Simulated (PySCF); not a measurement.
A structure optimised at PBE-D3(BJ)/def2-SVP, used in a PySCF frequency run:

```xyz
4

Ga     0.0000     0.0000    -0.9859
H      0.0000     0.0000    -2.5535
I      0.0000    -2.1367     0.3124
I      0.0000     2.1367     0.3124
```
Charge 0, spin multiplicity 1.

Write its SMILES, formula and point group.

[I][GaH][I], GaHI2, C2v

What are its rotational constants (standard atomic weights)?

5.1091, 0.43615, 0.40184 GHz
